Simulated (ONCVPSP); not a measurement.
## Hardness and transferability of assorted potentials

Generated with ld1.x 7.5 (TM, RRKJ, ultrasoft, PAW), atompaw 4.2 or ONCVPSP 4.0.1. The cutoff is in Ry: for ld1.x and atompaw files where the sum of valence levels is converged to 10 mRy in a Bessel basis, for ONCV files where the hardest occupied wave has 1 mHa per electron of residual kinetic energy. The error is the largest all-electron minus pseudo excitation energy over each file’s own four to seven test configurations (ionisations up to +4, promotions, holes and added fractions of an electron), all of which were solved. The labels leave out finer settings (local radius, basis sizes, second energies), which also bear on the numbers. Spin-polarised tests are not counted. The rows are a selection from randomly drawn settings: files with unsolved tests, undetermined cutoffs or missed reference levels are left out.

| element | potential | cutoff (Ry) | largest error (meV) | bound ghosts |
| --- | --- | --- | --- | --- |
| Mg | ONCV, revPBE, scalar-relativistic, rc 1.30/0.75 (sp), local smoothed, core correction no, reference 2s2 2p6 3s2, qcut 11.6/15.9, projectors 2/2 | 206 | -161 | none |
| P | ONCV, PBE, scalar-relativistic, rc 1.00/0.85/0.85 (spd), local d, core correction yes, reference 2s2 2p6 3s2 3p1, qcut 12.8/13.4/12.1, projectors 3/2/0 | 452 | +476 | none |
| Ar | ONCV, PBE, scalar-relativistic, rc 1.00/1.40/1.25 (spd), local smoothed, core correction no, reference 3s2 3p6, qcut 5.9/6.8/10.7, projectors 2/1/2 | 66 | +77 | none |
| Ti | ONCV, PBE, scalar-relativistic, rc 3.00/1.15/2.10 (spd), local smoothed, core correction yes, reference 3p6 3d2 4s2, qcut 1.9/6.3/7.1, projectors 3/2/1 | 38 | -305 | none |
| V | ONCV, Wu-Cohen, fully relativistic, rc 2.25/1.95/1.40 (spd), local smoothed, core correction yes, reference 3d3 4s2, qcut 2.4/4.2/13, projectors 3/1/1 | 107 | -1287 | none |
| Rb | ONCV, PBE, scalar-relativistic, rc 2.88/2.88/2.50 (spd), local smoothed, core correction no, reference 4s2 4p6 5s1, qcut 6.1/4.9/4.5, projectors 3/2/2 | 16 | -12 | none |

Question: Fill in the row for Cs: ONCV, PBE, scalar-relativistic, rc 3.00/3.00/2.90 (spd), local smoothed, core correction yes, reference 5s2 5p6 6s0.5, qcut 3/5.2/3.3, projectors 2/1/1.

Answer: cutoff 15 Ry, largest error -8.6 meV, bound ghosts: none.

Question: Fill in the row for Nb: ONCV, LDA (Perdew-Zunger), scalar-relativistic, rc 1.40/2.00/1.90/1.65 (spdf), local smoothed, core correction yes, reference 4s2 4p6 4d4 5p1, qcut 6.5/5.5/4.2/5.9, projectors 2/2/2/3.

Answer: cutoff 93 Ry, largest error -4.2 meV, bound ghosts: none.
